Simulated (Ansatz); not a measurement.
Harmonic frequencies (cm⁻¹) at PBE0-D4/def2-TZVP from Ansatz: 136, 137, 151, 157, 157, 243, 243, 328, 452, 463, 463, 485, 499, 499, 631, 642, 642, 654, 1538, 1538, 1540, 3558, 3558, 3560, 3653, 3653, 3654.

Each molecule was computed in one conformer, which needn't be the lowest.

(1) Which molecule is it?
A. `[CH3][Zr]([NH2])([NH2])[Cl]`
B. `[NH2][Zr]([NH2])([NH2])[F]`
C. `CC[O][Zr]([OH])([F])[Cl]`
D. `[NH2][Zr]([NH2])([NH2])[I]`

Answers

(1) B.
